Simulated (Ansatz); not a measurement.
Consider the substitution at a C–Si bond: `C=C(F)[SiH](O)F` + HI → `C=C(F)I` + `O[SiH2]F`.

Isolated molecules relaxed with PBE0-D4/def2-TZVP in Ansatz; ΔE leaves out vibrations. CBS: MP2 limit from def2 TZ/QZ plus the TZ coupled-cluster correction, frozen cores. Functionals use def2-TZVPP. B3LYP here is the variant with VWN-RPA as its local correlation; programs differ in this. HSE06 is defined as in plane-wave codes. def2 core potentials past Kr. For I outer-core shells are correlated without core-valence functions, which leaves a few kJ/mol of doubt a bond. One conformer a species, not always the lowest.

`C=C(F)[SiH](O)F`:

```xyz
10

C     0.876   -0.866   -1.119
C    -0.105   -0.889   -0.230
F    -0.878   -1.992   -0.125
Si   -0.529    0.488    0.963
O     0.244    1.856    0.540
F    -2.110    0.670    0.901
H     1.508    0.010   -1.192
H     1.076   -1.709   -1.771
H    -0.152    0.193    2.356
H     0.070    2.238   -0.322
```

HI:

```xyz
2

I    -0.410   -0.431    0.542
H     0.410    0.431   -0.542
```

`C=C(F)I`:

```xyz
6

C     0.460   -0.349   -0.556
C    -0.416    0.179    0.275
F    -1.725    0.103    0.067
I     0.053    1.204    2.020
H     0.111   -0.865   -1.443
H     1.518   -0.272   -0.364
```

`O[SiH2]F`:

Cartesian coordinates in Å:
```
O -0.304 0.698 -1.020
Si -0.001 -0.339 0.200
F -0.638 0.185 1.566
H 0.151 1.540 -1.040
H -0.661 -1.608 -0.160
H 1.453 -0.475 0.453
```

```csv
level,ΔE (kJ/mol),difference from CCSD(T)/CBS
PBE-D4,48.5,-3.0
revPBE-D4,48.8,-2.7
BLYP-D4,49.6,-1.9
r2SCAN-D4,53.4,1.9
B97M-V,55.0,3.5
PBE0-D4,54.2,2.7
B3LYP-D4,54.3,2.8
r2SCANh-D4,55.0,3.5
r2SCAN0-D4,57.3,5.8
HSE06-D4,53.7,2.2
BHLYP-D4,59.8,8.3
CAM-B3LYP-D4,58.6,7.1
ωB97X-V,55.8,4.3
ωB97M-V,57.6,6.1
B2PLYP,51.3,-0.2
PBE-QIDH,53.3,1.8
PBE,46.7,-4.8
revPBE,44.5,-7.0
BLYP,46.5,-5.0
r2SCAN,52.6,1.1
PBE0,52.5,1.0
r2SCANh,54.2,2.7
r2SCAN0,56.4,4.9
HSE06,52.2,0.7
CAM-B3LYP,57.0,5.5
LC-ωPBE,56.8,5.3
HF/def2-SVP,74.1,22.6
MP2/def2-SVP,58.3,6.8
CCSD/def2-SVP,64.7,13.2
CCSD(T)/def2-SVP,62.5,11.0
HF/def2-TZVPP,64.4,12.9
MP2/def2-TZVPP,46.5,-5.0
SCS-MP2/def2-TZVPP,47.1,-4.4
CCSD/def2-TZVPP,57.2,5.7
CCSD(T)/def2-TZVPP,54.2,2.7
HF/def2-QZVPP,63.7,12.2
MP2/def2-QZVPP,44.7,-6.8
HF/CBS(def2),63.6,12.1
MP2/CBS(def2),43.8,-7.7
CCSD/CBS(def2),54.5,3.0
CCSD(T)/CBS,51.5,0
```

Q: What do rigid-rotor, harmonic-oscillator terms from PBE0-D4/def2-TZVP frequencies (298.15 K, 1 bar) make of the CCSD(T)/CBS value? (An estimate is asked.)

A: The calculation gave: ΔZPE = +5.2 kJ/mol, ΔH = +53.6 kJ/mol, ΔS = 18 J/(mol·K), ΔG = +48.3 kJ/mol.

Largest T1 diagnostic among the species: 0.012.

From BLYP to BHLYP (50 % exact exchange), in def2-TZVPP and without D4, ΔE moves by +12.3 kJ/mol. Leaving LDA and LC-ωPBE aside and taking each functional with its dispersion term where it has one, the values spread over 11.3 kJ/mol, from PBE-D4 to BHLYP-D4. LDA lies +5.4 kJ/mol from PBE without D4.
